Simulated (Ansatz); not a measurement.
A structure relaxed at PBE-D4/def2-SVP in Ansatz, charge 0, singlet:

```xyz
6

Zn    1.201   -1.088    1.567
Zn   -0.880   -0.518   -1.199
Zn   -0.453    0.694    1.114
Se    1.236    1.581   -0.437
Se    1.468   -0.650   -1.324
Se   -2.572   -0.019    0.278
```

(1) Give its formula.

(2) Summarise the bond lengths by kind (pairs closer than 1.2 times the sum of covalent radii, bridged metal pairs left out).

Results:

(1) the cluster Zn₃Se₃.

(2) 4 × Se–Zn 2.30 to 2.46 Å; 1 × Se–Se 2.41 Å; 1 × Zn–Zn 2.47 Å.

The restricted singlet is unstable towards broken spin symmetry in Hartree–Fock (as tested in another run); at PBE-D4/def2-SVP this wasn't settled. Another isomer (singlet) lies 2.51 eV lower at PBE0-D4/def2-TZVP; other spin states weren't run for this one.
